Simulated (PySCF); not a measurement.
# Ionisation energy of Pd(36+) by level of theory

Pd(36+) [Ne] → Pd(37+) [He] 2s2 2p5 [2p1/2^2 2p3/2^3, M_J = 3/2], as a difference of total energies. Calculation: PySCF 2.14, in an uncontracted even-tempered set (17 s from 16 bohr⁻², ratio 2.4; 12 p from 20 bohr⁻², ratio 2.4; 5 d from 79 bohr⁻², ratio 2.6; 4 f from 120 bohr⁻², ratio 2.6); the two-component X2C-1e Hamiltonian. Correlated levels: nothing frozen; the 32 highest virtual spinors dropped. "Screened" scales the spin-orbit matrix elements by Boettger's factors to mimic the two-electron term; Breit and QED terms are absent.

| method | ionisation energy (eV) |
| --- | --- |
| GHF (spin-free) | 5333.7 |
| GMP2 (spin-free) | 5335.2 |
| GHF (screened spin-orbit) | 5280.9 |
| GMP2 (screened spin-orbit) | 5282.4 |

For this ion Breit and QED terms and the two-electron picture change, all absent here, outweigh the correlation shift from GHF to GMP2.

The spin-free rows lack the spin-orbit shift.

For comparison: 5284 ± 3 eV (semi-empirical (NIST evaluation); NIST Atomic Spectra Database, ionization energies).
